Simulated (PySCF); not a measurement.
**Polarisability and C₆ of Ag (silver, neutral)**

[Kr] 4d10 5s1, 2S determinant. All numbers are calculated (PySCF 2.14, the spin-free X2C one-electron Hamiltonian (Gaussian nucleus), in x2c-QZVPPall with one added diffuse shell each of s, p, d, f, g type (14s9p8d5f3g, 143 functions)). Coupled (time-dependent) response in atomic units; α is the mean over directions.

| method | mean α (bohr³) | C₆ (like pair) | S(−4) |
| --- | --- | --- | --- |
| r2SCANh | 62.50 | 536.4 | 2861 |

S(−4) is the Cauchy moment in α(ω) = α(0) + S(−4) ω² + …

Reference α: 55 ± 8 bohr³ (recommended; Schwerdtfeger and Nagle, table of static dipole polarizabilities (2023 update)). Published C₆: 341.0 (Gould and Bucko (2016)).

α(iu) at r2SCANh:

```tsv
u (hartree)	α(iu) (bohr³)
0	62.50
0.0500	56.22
0.100	44.10
0.200	26.41
0.300	17.92
0.500	10.76
0.750	7.140
1.00	5.277
1.50	3.333
2.00	2.328
3.00	1.325
5.00	0.5954
```

A single London oscillator, α(iu) = α/(1 + u²/ω²), gives C₆ = (3/4) ω α². Matching the computed C₆ needs ω = 4 × 536.4 / (3 × 62.50²) = 0.183 hartree.
